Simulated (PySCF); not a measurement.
A run for PySCF: R-B3LYP/6-31G* on C3H7B (SMILES BCC=C), a point of a torsion scan.

```python
from pyscf import gto, scf, dft, mp
from pyscf.data.elements import chemcore

mol = gto.M(
    atom='''
    B    -1.48038916    0.90213210    0.65512133
    C    -0.67300217    0.05185400   -0.38444951
    C     0.51223144   -0.71430160    0.11514920
    C     0.93646512   -1.85189659   -0.40376330
    H    -1.02440400    1.17093289    1.69744981
    H    -2.53511883    1.31288297    0.36048066
    H    -0.29215099    0.82163630   -1.07531300
    H    -1.29493593   -0.59460313   -1.00778213
    H     1.05445941   -0.25794890    0.93281857
    H     0.42215853   -2.32991149   -1.22252178
    H     1.80160120   -2.36806162   -0.02312627
    ''',
    basis='6-31g*',
    cart=True,
    charge=0, spin=0, verbose=3, max_memory=1800)
mf = dft.RKS(mol, xc='b3lyp')
mf.conv_tol = 1e-8
mf.max_cycle = 100
mf.kernel()
if not mf.converged:
    mf = mf.newton().run(mf.mo_coeff, mf.mo_occ)
```

**Question.** Give the final energy of this run.

**Answer.** -143.3336 hartree.
